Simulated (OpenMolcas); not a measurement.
# Multiconfigurational calculation on Pd III

Input:

```
&GATEWAY
Coord
1

Pd 0.0 0.0 0.0
Basis=ANO-R3
Group=XYZ
NoMove
AngMom=0.0 0.0 0.0
AMFI
&SEWARD
&RASSCF
FileOrb=start.orb
Symmetry=1
Spin=3
nActEl=8 0 0
Inactive=9 9
Ras2=6 0
CIRoot=55 55 1
SDav=105
CIMx=300
Iter=120 100
PrWF=0.3
OrbListing=Nothing
MaxOrb=0
Atom
>>> COPY $Project.JobIph JOB001
&RASSCF
FileOrb=start.orb
Symmetry=1
Spin=5
nActEl=8 0 0
Inactive=9 9
Ras2=6 0
CIRoot=15 15 1
SDav=15
CIMx=300
Iter=120 100
PrWF=0.3
OrbListing=Nothing
MaxOrb=0
Atom
CIOnly
>>> COPY $Project.JobIph JOB002
&RASSCF
FileOrb=start.orb
Symmetry=1
Spin=1
nActEl=8 0 0
Inactive=9 9
Ras2=6 0
CIRoot=105 105 1
SDav=105
CIMx=300
Iter=120 100
PrWF=0.3
OrbListing=Nothing
MaxOrb=0
Atom
CIOnly
>>> COPY $Project.JobIph JOB003
&RASSI
NrOfJobIphs=3 55 10 50
1 2 3 4 5 6 7 8 9 10 11 12 13 14 15 16 17 18 19 20 21 22 23 24 25 26 27
28 29 30 31 32 33 34 35 36 37 38 39 40 41 42 43 44 45 46 47 48 49 50 51
52 53 54 55
1 2 3 4 5 6 7 8 9 10
1 2 3 4 5 6 7 8 9 10 11 12 13 14 15 16 17 18 19 20 21 22 23 24 25 26 27
28 29 30 31 32 33 34 35 36 37 38 39 40 41 42 43 44 45 46 47 48 49 50
IphNames
JOB001
JOB002
JOB003
EJob
SpinOrbit
DIPRint=1.0
SOCoupling=1000.0
Subsets=2
MEES
Property=10
'ANGMOM' 1 'ANGMOM' 2 'ANGMOM' 3 'MLTPL  1' 1 'MLTPL  1' 2 'MLTPL  1' 3
'AMFI' 1 'AMFI' 2 'AMFI' 3 'MLTPL  2' 6
SOProperty=3
'ANGMOM' 1 'ANGMOM' 2 'ANGMOM' 3
```

A driver script runs the steps one by one and writes start.orb anew before each from the orbitals found so far, so a CI-only block uses the converged orbitals of the first block.

Output, cut to the results:

```
--- SEWARD ---
Basis set label: PD.ANO-R...8S6P5D3F2G1H.

      Electronic valence basis set:
      ------------------
      Associated Effective Charge  46.000000 au
      Associated Actual Charge     46.000000 au
      Nuclear Model: Finite nucleus - Gaussian distribution
        Gaussian exponent, Xi/bohr**(-2):  2.05009E+08

      Shell  nPrim  nBasis  Cartesian Spherical Contaminant
         s      22       8        X
         p      16       6        X
         d      12       5                 X
         f       6       3                 X
         g       5       2                 X
         h       3       1                 X
                  Relativistic X2C integrals
                  Atomic mean-field integrals
--- RASSCF ---
Wave function specifications:
      -----------------------------

      Number of closed shell electrons          36
      Number of electrons in active shells       8
      Max number of holes in RAS1 space          0
      Max nr of electrons in RAS3 space          0
      Number of inactive orbitals               18
      Number of active orbitals                  6
      Number of secondary orbitals              77
      Spin quantum number                      1.0
      State symmetry                             1
Orbital specifications:
      -----------------------

      Symmetry species                           1   2
                                                ag  au
      Frozen orbitals                            0   0
      Inactive orbitals                          9   9
      Active orbitals                            6   0
      RAS1 orbitals                              0   0
      RAS2 orbitals                              6   0
      RAS3 orbitals                              0   0
      Secondary orbitals                        36  41
      Deleted orbitals                           0   0
      Number of basis functions                 51  50
      Number of CSFs                           105
      Number of root(s) required                55
      Iter CI   SX   CI       RASSCF       Energy    max ROT     max BLB   max BLB  Level Ln srch  Step   QN
          iter iter root      energy       change     param      element    value   shift minimum  type update
 Nr of preliminary CI iterations:   1
      Total energies have been shifted. Add                -5000.00 au
        1   1   11    0   -41.64110975    0.00E+00  -2.06E-03    7  12 2  5.88E-03*  0.00   0.00    SX    NO
        2   1   10    0   -41.64114692   -3.72E-05*  1.45E-03    7  12 2 -3.12E-03*  0.00   0.00    SX    NO
        3   1   10    0   -41.64115663   -9.71E-06*  6.21E-04    7  12 2  1.94E-03*  0.00   0.00    SX    NO
        4   1   10    0   -41.64116004   -3.41E-06*  3.64E-04    7  12 2 -1.16E-03*  0.00   0.00    SX    NO
        5   1    9    0   -41.64116128   -1.24E-06*  1.38E-04    7  12 2  7.02E-04*  0.00   0.62    QN   YES
        6   1    5    0   -41.64116200   -7.17E-07* -3.91E-06   15  16 1 -2.84E-06   0.00   1.00    QN   YES
        7   1    3    0   -41.64116200   -1.36E-11   1.21E-06   15  16 1 -7.49E-07   0.00   2.50    QN   YES
      Convergence after  7 iterations
        8   1    3    0   -41.64116200    1.82E-12   1.21E-06   15  18 1 -4.71E-07   0.00   2.50    QN   YES
      Natural orbitals and occupation numbers for root  1
      sym 1:   1.998401   1.000843   1.000843   1.998545   1.998397   0.002971
      Natural orbitals and occupation numbers for root  2
      sym 1:   1.862441   1.998597   1.136813   1.136885   1.862322   0.002943
      Natural orbitals and occupation numbers for root  3
      sym 1:   1.998521   1.008007   1.991251   1.991243   1.008009   0.002969
::    RASSCF root number  1 Total energy:  -5041.89820891
::    RASSCF root number  2 Total energy:  -5041.89820891
::    RASSCF root number  3 Total energy:  -5041.89820891
::    RASSCF root number  4 Total energy:  -5041.89820891
::    RASSCF root number  5 Total energy:  -5041.89820891
::    RASSCF root number  6 Total energy:  -5041.89820891
::    RASSCF root number  7 Total energy:  -5041.89820891
::    RASSCF root number  8 Total energy:  -5041.83360989
::    RASSCF root number  9 Total energy:  -5041.83360989
::    RASSCF root number 10 Total energy:  -5041.83360989
::    RASSCF root number 11 Total energy:  -5041.64194015
::    RASSCF root number 12 Total energy:  -5041.64194015
::    RASSCF root number 13 Total energy:  -5041.64194015
::    RASSCF root number 14 Total energy:  -5041.64194015
...
--- RASSI ---
SPIN-FREE ENERGIES:
  (Shifted by EMIN (a.u.) =      -5041.8982089064)

 SF State       Relative EMIN(au)   Rel lowest level(eV)    D:o, cm**(-1)      L_eff

     1             0.0000000000        0.0000000000              0.0000         3.0
     2             0.0000000000        0.0000000000              0.0000         3.0
     3             0.0000000000        0.0000000000              0.0000         3.0
     4             0.0000000000        0.0000000000              0.0000         3.0
     5             0.0000000000        0.0000000000              0.0000         3.0
     6             0.0000000000        0.0000000000              0.0000         3.0
     7             0.0000000000        0.0000000000              0.0000         3.0
    66             0.0568162347        1.5460485063          12469.7222         2.0
    67             0.0568162347        1.5460485063          12469.7222         2.0
    68             0.0568162347        1.5460485063          12469.7222         2.0
    69             0.0568162347        1.5460485063          12469.7222         2.0
    70             0.0568162347        1.5460485063          12469.7222         2.0
     8             0.0645990131        1.7578286967          14177.8446         1.0
     9             0.0645990131        1.7578286967          14177.8446         1.0
    10             0.0645990131        1.7578286967          14177.8446         1.0
    71             0.0884163017        2.4059301370          19405.1352         4.0
    72             0.0884163017        2.4059301370          19405.1352         4.0
    73             0.0884163017        2.4059301370          19405.1352         4.0
    74             0.0884163017        2.4059301370          19405.1352         4.0
    75             0.0884163017        2.4059301370          19405.1352         4.0
    76             0.0884163017        2.4059301370          19405.1352         4.0
...
```

Levels above the lowest, from the spin-orbit matrix, grouped by J:

```csv
Configuration,Term,J,E (cm-1),Measured (cm-1),Term weight %,Second
4d8,3F,4,0.0,0.0,99,
4d8,3F,3,3302,3230,100,
4d8,3F,2,5048,4687,93,6 1D
4d8,1D,2,13507,,49,46 3P
4d8,3P,1,17477,13470,100,
4d8,3P,0,17823,13699,99,
4d8,3P,2,17995,,54,45 1D
4d8,1G,4,22024,17880,99,
4d7 5s,5F,5,44427,52916,98,
4d7 5s,5F,4,46503,55089,98,
4d7 5s,5F,3,48090,56742,99,
4d7 5s,5F,2,49187,57845,98,
4d7 5s,5F,1,49873,58527,98,
4d8,1S,0,51881,,99,
4d7 5s,3F(1),4,56403,,95,
4d7 5s,3F(1),3,59170,,96,
4d7 5s,3F(1),2,60878,,88,7 5P
4d7 5s,5P,3,60936,65708,98,
4d7 5s,5P,2,61302,65788,84,8 3F(1)
4d7 5s,5P,1,62466,67151,94,6 3P(1)
4d7 5s,3G,5,64332,69986,90,7 3H
4d7 5s,3G,4,65407,71047,83,10 3H
4d7 5s,3G,3,66942,72786,98,
4d7 5s,3P(1),2,69252,72745,58,25 3D
```

Against the 17 measured excited levels shown (Moore, Atomic Energy Levels, vol. III, NSRDS-NBS 35 (1971 reprint of NBS Circular 467, 1958)) the mean absolute deviation is 5300 cm-1; the largest miss in energy is 4d7 5s 5F2: computed 49187, measured 57845 cm-1 (-15.0 %), and the largest in proportion 4d8 3P0 (+30.1 %).

Without dynamic correlation excited terms often stand tens of per cent too high (terms of higher spin than the ground term too low), and those without a measured partner can miss by more than the paired ones. Terms from blocks run as CI alone lack orbitals of their own. A single d shell beside an s shell can misplace configurations of different d count against each other. Measured partners are found by configuration, term and J. A level has none where our copy of the source lacks it or the pairing is in doubt (some pairs that miss far off the trend of their configuration count as doubtful), and it then counts in no deviation. Only configurations of the active space appear. The first state left out of the spin-orbit step lies near 100000 cm-1 above the lowest spin-free state of the reference (among the parities and spins computed), and the list stops at four fifths of that energy or lower. The table shows the lowest 24 of 39 levels.

The term weight is that of the spin-free term in the level, not the purity of its configuration. A number in round brackets counts repeated terms of one configuration in the order of the reference energies.
